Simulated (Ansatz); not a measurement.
`[AlH2][CH2][GeH3]` and `[GeH3][CH2][TeH]` differ in one atom or group.

Ansatz, PBE0-D4/def2-TZVP geometries, multiplicity 1. 

Elements past krypton have def2 core potentials. Scalar relativity is left out up to krypton. Spin–orbit coupling is left out; it splits and shifts lone-pair levels of the heavy atoms by tenths of an eV.

```
                                        property  `[AlH2][CH2][GeH3]`
size of the dipole moment (B3LYP/def2-TZVPP) / D                 0.97
  size of the dipole moment (PBE/def2-TZVPP) / D                 0.98
             HOMO energy (B3LYP/def2-TZVPP) / eV                -7.78
           HOMO–LUMO gap (B3LYP/def2-TZVPP) / eV                 6.11
             HOMO–LUMO gap (PBE/def2-TZVPP) / eV                 4.57
              HOMO energy (PBE0/def2-TZVPP) / eV                -7.99
```

(1) Give the same properties after the change, and the shifts. (An estimate is asked.)

Answers

(1) Computed: 
```json
{"property": "size of the dipole moment (B3LYP/def2-TZVPP) / D", "`[GeH3][CH2][TeH]`": "1.07", "shift": "0.10"}
{"property": "size of the dipole moment (PBE/def2-TZVPP) / D", "`[GeH3][CH2][TeH]`": "1.09", "shift": "0.11"}
{"property": "HOMO energy (B3LYP/def2-TZVPP) / eV", "`[GeH3][CH2][TeH]`": "-5.96", "shift": "1.82"}
{"property": "HOMO–LUMO gap (B3LYP/def2-TZVPP) / eV", "`[GeH3][CH2][TeH]`": "4.96", "shift": "-1.15"}
{"property": "HOMO–LUMO gap (PBE/def2-TZVPP) / eV", "`[GeH3][CH2][TeH]`": "3.54", "shift": "-1.03"}
{"property": "HOMO energy (PBE0/def2-TZVPP) / eV", "`[GeH3][CH2][TeH]`": "-6.17", "shift": "1.82"}
```

With PBE0 the HOMO rises by 1.82 eV and the LUMO rises by 0.68 eV, so the gap narrows by about 1.14 eV. PBE moves the HOMO by 1.66 eV and ωB97M-V by 1.86 eV. Dipoles are sizes alone; their direction can turn.

B3LYP here is the variant with VWN-RPA as its local correlation; programs differ in this.
